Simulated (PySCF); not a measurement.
Compound: C9H9F.
Geometry (PBE0-D3(BJ)/def2-SVP, Å), atoms numbered from 1 in this order:
```xyz
19
C9H9F angstrom
C      3.2347   -0.6371    0.3219
C      2.2709    0.2416    0.0430
C      1.2473    0.0859   -1.0400
C     -0.1720    0.1041   -0.5211
C     -1.1400    0.9445   -1.0788
C     -2.4526    0.9496   -0.6107
C     -2.7943    0.1002    0.4326
F     -4.0463    0.0988    0.8895
C     -1.8577   -0.7465    1.0141
C     -0.5523   -0.7360    0.5330
H      3.3461   -1.5638   -0.2510
H      3.9511   -0.4622    1.1286
H      2.1864    1.1538    0.6471
H      1.3636    0.9002   -1.7752
H      1.4333   -0.8551   -1.5861
H     -0.8642    1.6123   -1.8996
H     -3.2131    1.6040   -1.0407
H     -2.1623   -1.3982    1.8352
H      0.1946   -1.3905    0.9900
```

Level: PBE0/pcSseg-1 in PySCF, non-relativistic, on one gas-phase PBE0-D3(BJ)/def2-SVP geometry that isn't relaxed in the solvent. The solvent is an IEF-PCM continuum (Bondi radii, 1.10 Å for H, scaled by 1.2). The model holds no explicit solvent molecules, cavitation or dispersion.

Gas phase at PBE0/pcSseg-1: HOMO -6.96 eV, LUMO -0.57 eV, dipole 1.55 D.

What does the continuum do to the energy, the frontier levels and the dipole at PBE0/pcSseg-1 in tetrahydrofuran and acetone?

| solvent | ε | E(solvent) − E(gas) (kJ/mol) | polarisation term (kJ/mol) | distortion of the solute (kJ/mol) | HOMO (eV) | LUMO (eV) | dipole (D) |
| --- | --- | --- | --- | --- | --- | --- | --- |
| tetrahydrofuran | 7.426 | -13.19 | -14.36 | 1.17 | -6.96 | -0.54 | 1.91 |
| acetone | 20.49 | -15.37 | -16.97 | 1.60 | -6.97 | -0.55 | 1.97 |

Polarisation term: ½ Σ q·V over the induced surface charges. Distortion: the rise of the solute's own energy as its density leaves the gas-phase optimum. From tetrahydrofuran to acetone the lowering changes by a factor 1.17, Onsager's factor (ε − 1)/(2ε + 1) by 1.15 and ε itself by 2.8.

Which radius a makes the point-dipole formula ΔE = −[(ε − 1)/(2ε + 1)]·μ²/a³ give the value in acetone, with the gas-phase dipole?

μ = 0.612 au and |ΔE| = 0.00585 Eh give a = 1.64 Å; the farthest nucleus lies 4.17 Å from the centroid of the nuclei, so such a sphere wouldn't even hold the nuclei. The formula assumes a rigid point dipole at the centre of a sphere.

Give the dipole vector in the frame of the coordinates (D, pointing from negative to positive charge), gas and acetone.

Gas (1.43, 0.04, -0.62), solvent (1.76, 0.09, -0.89). Its length changes by +27 % and its direction by 4°.

Which Hirshfeld charges (PBE0/pcSseg-1) respond most in acetone (means over atoms taken as equivalent)?

```json
{"atoms": "F8", "environment": "aryl fluorine", "gas (e)": "-0.082", "solvent (e)": "-0.092", "change": "-0.010"}
{"atoms": "C7", "environment": "aromatic C–F carbon", "gas (e)": "+0.084", "solvent (e)": "+0.075", "change": "-0.009"}
{"atoms": "H16/H19", "environment": "aromatic hydrogen", "gas (e)": "+0.048", "solvent (e)": "+0.055", "change": "+0.007"}
{"atoms": "H17/H18", "environment": "aromatic hydrogen", "gas (e)": "+0.055", "solvent (e)": "+0.062", "change": "+0.007"}
{"atoms": "C1", "environment": "terminal =CH2 carbon", "gas (e)": "-0.103", "solvent (e)": "-0.109", "change": "-0.006"}
{"atoms": "H14/H15", "environment": "methylene hydrogen", "gas (e)": "+0.046", "solvent (e)": "+0.052", "change": "+0.006"}
```

Which Mayer bond orders change most in acetone?

```csv
bond,length (Å),gas,solvent,change
C7–F8,1.333,0.898,0.886,-0.012
C10–C4,1.401,1.386,1.377,-0.009
C3–H14,1.103,0.932,0.926,-0.006
C2–C3,1.498,1.020,1.016,-0.004
C4–C5,1.398,1.425,1.421,-0.004
C3–H15,1.104,0.933,0.929,-0.004
C9–C10,1.391,1.427,1.430,+0.003
C1–C2,1.334,1.966,1.964,-0.002
```
